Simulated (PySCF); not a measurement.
## How methods differ on the ionisation energy of Co⁺

Co⁺ [Ar] 3d8 (3F) → Co²⁺ [Ar] 3d7 (4F), as a difference of total energies. Computed with PySCF 2.14 in 6-31G* (5s4p2d1f, 34 functions), with no relativity, point nucleus. Correlated levels: valence: [Ar] frozen. The calculations carry no spin-orbit coupling.

```tsv
method	ionisation energy (eV)	difference from reference (eV)
UHF	12.681	-4.403
LDA	15.833	-1.251
PBE0	15.053	-2.031
MP2 (valence)	14.345	-2.739
SCS-MP2 (valence)	14.247	-2.837
```

Reference: 17.084 eV (measured; NIST Atomic Spectra Database, ionization energies).

These non-relativistic numbers lack the scalar-relativistic shift.

The reference lies between the lowest fine-structure levels, while these numbers refer to the centres of the terms.

Errors of the correlated levels include the incompleteness of this basis and the frozen core.
